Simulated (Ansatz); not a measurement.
Diatomic SnRu, multiplicity 5 (an upper state: multiplicity 3 came lower at PBE0/def2-TZVPP). No spin–orbit coupling.

Seven points along R, fitted to fifth degree in 1/R; most abundant isotopes. In def2 and cc sets the state is the lowest found near the PBE0 minimum, followed along R.

The values were computed with Ansatz (Gaussian orbitals). Each number belongs to the level named beside it. In def2 rows elements past Kr take small-core potentials, without spin–orbit coupling.

Energies at PBE0/def2-TZVPP:

```
R (Å)       E (hartree)
--------  -------------
2.347277  -309.11999922
2.410376  -309.12405957
2.468427  -309.12596139
2.534050  -309.12647539
2.599673  -309.12564195
2.675391  -309.12344389
2.763730  -309.11968661
```

Question: With a reduced mass of 55.0865 u, find the minimum, the force constant and the constants.

Answer: A fifth-degree polynomial in 1/R puts the minimum at r_e = 2.5234 Å with force constant 141 N/m. Then ω_e = (1/2πc)√(k/μ) = 209 cm⁻¹ and B_e = h/(8π²cμr_e²) = 0.04806 cm⁻¹; the cubic and quartic terms give α_e = 0.00017 and ω_e x_e = 0.52 cm⁻¹.

Ansatz is an electronic-structure program.
